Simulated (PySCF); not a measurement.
C3H7ClOSi2.
SMILES: `[SiH2]1C([Si@@](Cl)(C)O1)=C`

Computed, not measured: PySCF, TDDFT wB97X-D/def2-SVPD, vertical, gas phase, core orbitals frozen in the response. Geometry: GFN2-xTB; no solvent, vibrations or thermal averaging.

Problem. Predict the UV-vis stick spectrum at this level.

Solution. 

| state | λ (nm) | E (eV) | f | main configurations (H = HOMO, L = LUMO) |
| --- | --- | --- | --- | --- |
| S1 | 243.3 | 5.10 | 0.0004 | H→L (96%) |
| S2 | 193.4 | 6.41 | 0.087 | H→L+1 (95%) |
| S3 | 180.8 | 6.86 | 0.074 | H-1→L+1 (70%), H-1→L (14%) |
| S4 | 179.8 | 6.90 | 0.346 | H-1→L (79%), H-1→L+1 (11%) |
| S5 | 176.9 | 7.01 | 0.0052 | H-3→L (50%), H-4→L (22%), H-1→L+1 (15%) |
| S6 | 171.9 | 7.21 | 0.027 | H-2→L (86%) |
| S7 | 169.3 | 7.32 | 0.0041 | H-2→L+1 (86%) |
| S8 | 163.1 | 7.60 | 0.017 | H→L+2 (77%) |

Triplets, Tamm–Dancoff:

```csv
state,E (eV),λ (nm),"main configurations (H = HOMO, L = LUMO)"
T1,4.18,296.7,H-1→L (91%)
T2,4.66,266.2,H→L (94%)
T3,5.93,209.2,H→L+1 (91%)
```

The lowest singlet lies at 5.10 eV (243 nm, ultraviolet) and is dark (f under 0.0005); its leading configuration is HOMO→LUMO (96%). The most intense listed level is S4 at 6.90 eV (180 nm, f = 0.346), 1.80 eV above S1. Löwdin shares by element: HOMO carbon 44% or more, silicon 24% (atoms not listed hold the other 32%); LUMO carbon 64% or more, silicon 15% (atoms not listed hold the other 21%). Of the 8 states listed, 5 reach f = 0.01 and 1 stays under 0.0005. The oscillator strengths of these states sum to 0.561; summed over the whole spectrum of an exact calculation they would give the number of electrons, 78 (Thomas–Reiche–Kuhn). Orbital energies (eV): HOMO-3 -11.11, HOMO-2 -10.63, HOMO-1 -10.11, HOMO -9.51, LUMO 0.70, LUMO+1 1.32, LUMO+2 1.97. The window holds the lowest 8 singlets.
